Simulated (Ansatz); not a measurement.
Basis-set extrapolation for CH$_{8}$FNSi$_{2}$ (`FCN[SiH2][SiH3]`) (PBE0-D4/def2-TZVP geometry, frozen core, Ansatz 0.2.0). Multiplicity 1, RHF reference.

```tsv
	def2-TZVPP	def2-QZVPP
HF	-774.397171	-774.424181
MP2 correlation	-0.884076	-0.953176
CCSD(T) correlation	-0.974558	not run
```

Energies in hartree. Use E(X) = E(∞) + A·exp(−7.88·√X) for Hartree–Fock and E(X) = E(∞) + B·X^(−2.97) for correlation, with X = 3 and 4, and add CCSD(T) minus MP2 of the smaller set to the MP2 limit.

Q: What is the CCSD(T) energy at the basis-set limit?

A: HF limit: -774.424181 + (-0.027010) × 0.13774 = -774.42790. MP2 limit: -0.953176 + (-0.069100) × 0.74074 = -1.00436. Higher-order term: -0.974558 − (-0.884076) = -0.09048. Total: -775.52274 hartree, 396.5 kJ/mol below CCSD(T)/def2-TZVPP.
